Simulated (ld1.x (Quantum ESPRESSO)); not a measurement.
## zirconium, PAW: configuration errors across variants

zirconium (Zr), PAW, made with ld1.x (Quantum ESPRESSO) 7.5 (PBE, fully relativistic). Core [Ar] 3d10, reference 4s2 4p6 4d2 5s1 5p0 (charge +1). Waves: 4s (bound): rcut 2.05, rcutus 2.25 bohr; 5s (bound): rcut 2.05, rcutus 2.25 bohr; 4p (bound): rcut 1.80, rcutus 2.05 bohr; 5p (bound, empty): rcut 1.80, rcutus 2.05 bohr; 4d (bound): rcut 1.60, rcutus 2.15 bohr; 4d channel at 0.3 Ry: rcut 1.60, rcutus 2.15 bohr. Local part: all-electron potential smoothed inside 1.75 bohr (lloc = -1). Core correction: Bessel-smoothed model core inside 1.35 bohr. Augmentation charge: BESSEL, radius 1.40 bohr.

Open shells are filled in proportion to 2j + 1 (rel_dist='average').

All-electron excitation energies from the reference (eV): (1) 4s2 4p6 4d2 5s2 5p0 -7.137; (2) 4s2 4p6 4d2 5s0 5p0 12.940; (3) 4s2 4p6 4d1 5s0 5p0 35.564; (4) 4s2 4p6 4d1 5s2 5p1 -4.138; (5) 4s2 4p6 4d3 5s1 5p0 -5.942; (6) 4s2 4p6 4d1 5s2 5p0 0.525; (7) 4s2 4p6 4d3 5s0 5p0 0.385.

Errors AE − PS in meV (a dash: test not solved or not reliable):

```csv
change,(1),(2),(3),(4),(5),(6),(7),bound ghosts
base,0.0,+0.2,+0.1,-0.4,-0.1,-0.2,0.0,not determined
"core correction a·sin(br)/r model core, default radius (ld1.x builds one for every PAW set, though the input has nlcc=.false.)",-0.1,+0.1,-0.7,-0.4,-0.2,-0.4,0.0,not determined
core correction Bessel-smoothed model core inside 1.04 bohr,0.0,+0.4,+1.2,-0.4,-0.1,0.0,+0.1,not determined
core correction Bessel-smoothed model core inside 1.30 bohr,0.0,+0.2,+0.3,-0.4,-0.1,-0.2,0.0,not determined
core correction Bessel-smoothed model core inside 1.66 bohr,-0.1,+0.1,-0.4,-0.4,-0.2,-0.4,0.0,not determined
core correction Bessel-smoothed model core inside 2.12 bohr,-0.1,+0.1,-0.6,-0.4,-0.2,-0.4,0.0,not determined
```

Problem. Give the same row for: core correction Bessel-smoothed model core inside 2.32 bohr.

Solution. -0.1, +0.1, -0.6, -0.4, -0.2, -0.4, 0.0; bound ghosts: not determined.
